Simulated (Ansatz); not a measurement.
Cost and result for the atomization energy of `FB(S)O[SiH3]` (9 atoms, 8 bonds).

```xyz
9

F    -1.626    0.683   -0.489
B    -0.956    0.119    0.516
S    -1.777   -0.179    2.102
O     0.331   -0.235    0.372
Si    1.489   -0.184   -0.810
H    -2.960    0.327    1.720
H     0.948    0.419   -2.051
H     2.619    0.625   -0.296
H     1.931   -1.575   -1.065
```

Total charge 0; spin multiplicity 1. Geometry: relaxed with PBE0-D4/def2-TZVP. It is one conformer, not always the lowest. Program: Ansatz. Hardware: A = 2 threads of an AMD EPYC 7R13 on a shared host; B = 2 threads of an AMD EPYC 7R13 on a shared host and a share of an NVIDIA H100 80 GB. Times are those of one run each, without the atoms' runs, and a repeat can differ threefold. Electronic energies, without spin–orbit coupling; frozen cores. CCSD(T)/CBS extrapolates def2-TZVPP and def2-QZVPP, and its time is that of the two runs behind it. T1 = 0.013. B3LYP takes the VWN-RPA correlation (the form of Gaussian; ORCA's B3LYP/G).

CCSD(T)/CBS is a level of theory with its own doubt, some kJ/mol a heavy atom from the limit and from the frozen cores, so smaller differences don't rank the functionals.

```csv
level,functions,wall time
PBE-D4/def2-TZVPP (with forces) [A],233,2.6 s
PBE0-D4/def2-TZVPP [A],233,3.3 s
CCSD(T)/def2-TZVPP [B],233,4.1 s
r2SCAN-D4/def2-TZVPP (with forces) [A],233,4.5 s
B3LYP-D4/def2-TZVPP (with forces) [A],233,5 s
B2PLYP/def2-TZVPP [A],233,6.5 s
ωB97X-V/def2-TZVPP [A],233,8.1 s
ωB97M-V/def2-TZVPP (with forces) [A],233,12 s
CCSD(T)/def2-QZVPP [B],431,21 s
CCSD(T)/CBS(def2),–,25 s
```

(1) What atomization energy does each give, and how far from CCSD(T)/CBS? (An estimate is asked.)

Results:

(1) Ansatz gave: 
```
                                 level  atomization (kcal/mol)  difference from CCSD(T)/CBS  per bond
   PBE-D4/def2-TZVPP (with forces) [A]                   820.4                          7.2       0.9
                PBE0-D4/def2-TZVPP [A]                   806.6                         -6.6      -0.8
                CCSD(T)/def2-TZVPP [B]                   791.0                        -22.2      -2.8
r2SCAN-D4/def2-TZVPP (with forces) [A]                   817.3                          4.1       0.5
 B3LYP-D4/def2-TZVPP (with forces) [A]                   810.2                         -3.0      -0.4
                 B2PLYP/def2-TZVPP [A]                   804.2                         -9.0      -1.1
                ωB97X-V/def2-TZVPP [A]                   816.4                          3.2       0.4
  ωB97M-V/def2-TZVPP (with forces) [A]                   817.0                          3.8       0.5
                CCSD(T)/def2-QZVPP [B]                   804.3                         -8.9      -1.1
                     CCSD(T)/CBS(def2)                   813.2                          0.0       0.0
```

In def2-TZVPP, CCSD(T) changes the Hartree–Fock value by +179.6 kcal/mol (the triples alone add +11.4 kcal/mol) and MP2 by +199.3 kcal/mol; breaking electron pairs costs correlation energy, which Hartree–Fock lacks. The D4 term adds +7.3 kcal/mol with B3LYP and +3.8 kcal/mol with PBE0; it sums over pairs of atoms, weighted by their polarisabilities, and B3LYP, whose exchange is more repulsive, gets the larger term. From PBE to PBE0 (25 % exact exchange), in def2-TZVPP and without D4, the atomization energy moves by −13.1 kcal/mol: exact exchange takes away binding that semilocal exchange gives to molecules.
